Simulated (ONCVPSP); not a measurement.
**Varying the ONCV potential for Ru (Z = 44)**

Base potential:

- Element: ruthenium
- Generator: ONCVPSP 4.0.1
- Type: optimised norm-conserving Vanderbilt (ONCV)
- Functional: PBE
- Relativity: scalar-relativistic
- Frozen core: [Kr]
- Valence charge: 8
- Reference configuration: 4d7 5s1
- Partial waves: 5s: rc 2.90 bohr, ncon 4, nbas 7, qcut 2.3 1/bohr, 2 projectors, debl 1 Ha; p scattering state at 0.1 Ha: rc 3.15 bohr, ncon 4, nbas 7, qcut 2.9 1/bohr, 2 projectors, debl 3.8 Ha; 4d: rc 2.35 bohr, ncon 4, nbas 8, qcut 5.3 1/bohr, 2 projectors, debl 2.4 Ha; f scattering state at 0.18 Ha: rc 2.55 bohr, ncon 4, nbas 7, qcut 5 1/bohr, 1 projector
- Local potential: polynomial inside 1.75 bohr (lpopt 3, dvloc0 1 Ha)
- Core correction: polynomial model core, fcfact 0.65

In the p channel the program set the typed energies aside and used 0.050, 3.850 Ha.

All-electron outer shells of the reference configuration (PBE, scalar-relativistic, ld1.x):

```
shell  level (eV)  outermost node (bohr)  outermost maximum (bohr)
   4p      -46.42                   0.49                      0.98
   4d       -5.20                   0.48                      1.21
   5s       -4.24                   1.24                      2.73
```

Cutoffs, loose and tight: the cutoffs (Ha) at which the residual kinetic energy of the hardest occupied pseudo-wave falls to 1 and 0.1 mHa per electron. They do not see the model core or the augmentation charge, which bear on the density cutoff. Test errors are all-electron minus pseudo excitation energies from the reference, over the configurations 4d7 5s0; 4d6 5s0; 4d5 5s0; 4d7 5s0.5. A dash means not determined; rows that change the core or the reference have their own tests.

| change | outcome | cutoff, loose | cutoff, tight | bound ghosts | GHOST(+) flags above zero | largest test error (meV) |
| --- | --- | --- | --- | --- | --- | --- |
| base | generated, projector energies reset by the program | 13 Ha | 26 Ha | none | s, p | -183 |
| d: rc 1.66; local potential polynomial inside 1.66 bohr (lpopt 3, dvloc0 1 Ha) | generated, projector energies reset by the program | 72 Ha | 87 Ha | none | s, p | -332 |
| d: rc 2.06 | generated, projector energies reset by the program | 20 Ha | 52 Ha | none | s, p | -268 |
| d: rc 2.32 | generated, projector energies reset by the program | 13 Ha | 30 Ha | none | s, p | -198 |
| d: rc 2.74 | generated, projector energies reset by the program | 11 Ha | 13 Ha | none | s, p | -42 |
| d: rc 2.96 | generated, projector energies reset by the program | 11 Ha | 12 Ha | none | s, p | +128 |

What comes out with this change to the base: d: rc 3.26?

outcome: generated, projector energies reset by the program; cutoff, loose: 9.7 Ha; cutoff, tight: 12 Ha; bound ghosts: none; GHOST(+) flags above zero: s, p; largest test error (meV): +348.

Reading the sweep of the d radius (base included, trends over the rows without a ghost): The loose cutoff falls from 72 Ha at 1.66 to 9.7 Ha at 3.26 bohr. A larger radius leaves more room for a smooth pseudo-wave, so fewer plane waves are needed; a smaller one forces it to follow the all-electron wave where it bends sharply. The median size of the test errors (rows with all tests solved) is not monotonic: lowest 9.4 meV at 2.74 bohr, highest 34.4 meV at 1.66 bohr.
